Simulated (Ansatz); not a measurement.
Geometry optimisation, RKS PBE-D4/def2-SVP (Ansatz).

The input (input.yaml):

```yaml
crystal:
  periodic: [false, false, false]
  atoms:
    - { symbol: W, position_ang: [-0.184565, -0.208531, 0.437175] }
    - { symbol: Cl, position_ang: [-0.169282, -0.17434, 2.818582] }
    - { symbol: H, position_ang: [1.205939, 0.007977, -0.454861] }
    - { symbol: H, position_ang: [-0.021575, 1.16953, -0.479157] }
    - { symbol: H, position_ang: [-1.592017, 0.373622, -0.288618] }
    - { symbol: H, position_ang: [0.334751, -1.625862, -0.323298] }
    - { symbol: H, position_ang: [-0.330578, -0.34213, -1.274172] }
    - { symbol: H, position_ang: [1.76174, 1.84138, 1.156715] }
    - { symbol: H, position_ang: [1.437088, 1.501754, 1.706834] }
basis:
  gaussian: { orbitals: def2-SVP }
hamiltonian:
  xc: pbe
  dispersion: d4
relax:
  f_tol: 0.03
  max_steps: 50
output:
  orbitals: {}
```

Run as:

```bash
$ ansatz run input.yaml --threads 1 --pin off --max-ram 2048MiB --backend cpu --events-out ev --progress --plain --runs-dir out
```

Q: Where does it end, and by what steps?

A: It converged. After 22 steps the energy has fallen by 1.920 eV; H8 moved furthest, 2.26 Å. Parted: H8–H9 (0.72 → 2.07 Å). Joined: W1–H8 (2.92 → 1.80 Å), W1–H9 (2.68 → 1.70 Å).

| step | energy less start (eV) | largest force component (eV/Å) | accepted |
| --- | --- | --- | --- |
| 0 | 0.0000 | 1.508 | yes |
| 1 | -0.1259 | 0.275 | yes |
| 2 | -0.2955 | 1.078 | yes |
| 3 | -0.5891 | 1.109 | yes |
| 4 | -0.8772 | 0.527 | yes |
| 5 | -1.0517 | 0.826 | yes |
| 6 | -1.1277 | 1.444 | yes |
| 7 | -1.2822 | 0.703 | yes |
| 8 | -1.3756 | 0.516 | yes |
| 9 | -1.4796 | 0.471 | yes |
| 10 | -1.6469 | 0.361 | yes |
| 11 | -1.6504 | 1.933 | yes |
| 12 | -1.8103 | 0.368 | yes |
| 13 | -1.7461 | 0.994 | no |
| 14 | -1.8471 | 0.243 | yes |
| 15 | -1.8745 | 0.336 | yes |
| 16 | -1.8923 | 0.308 | yes |
| 17 | -1.9039 | 0.120 | yes |
| 18 | -1.9151 | 0.214 | yes |
| 19 | -1.9198 | 0.041 | yes |
| 20 | -1.9199 | 0.032 | yes |
| 21 | -1.9199 | 0.042 | yes |
| 22 | -1.9200 | 0.009 | yes |

```xyz
9
Properties=species:S:1:pos:R:3
W 0.086 0.113 0.777
Cl -0.726 -0.922 2.662
H 1.636 0.079 0.069
H 0.269 1.683 -0.060
H -1.266 0.813 0.027
H 0.696 -1.259 0.021
H -0.187 -0.211 -0.874
H 0.683 1.034 -0.655
H 1.251 1.214 1.332
```

Whether the end is a true minimum wasn't checked by a vibrational analysis.

Run time: 49 s on 1 thread of Intel(R) Xeon(R) Platinum 8488C (Sapphire Rapids), with other jobs on the host, peak memory 0.14 GiB.
